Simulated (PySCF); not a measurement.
Radial density of Li²⁺ (lithium, charge +2)

PBE0, 1s1, 2S determinant. All numbers are calculated (PySCF 2.14, the non-relativistic Hamiltonian (point nucleus), in pcseg-2).

```tsv
r (bohr)	4πr²ρ (e/bohr)	4πr²(ρα − ρβ)
0.00682	0.004847	0.0048
0.0115	0.01347	0.0135
0.0193	0.03645	0.0365
0.0325	0.09455	0.0946
0.0546	0.2332	0.2332
0.0918	0.5219	0.5219
0.154	1.002	1.0016
0.260	1.481	1.4812
0.437	1.440	1.4401
0.735	0.7075	0.7075
1.24	0.1225	0.1225
2.08	0.006751	0.0068
3.50	0.0002448	0.0002
5.88	7.707e-05	0.0001
9.90	0.0002054	0.0002
```

For one electron the Hartree and exchange-correlation energies should cancel; what remains is the self-interaction error.
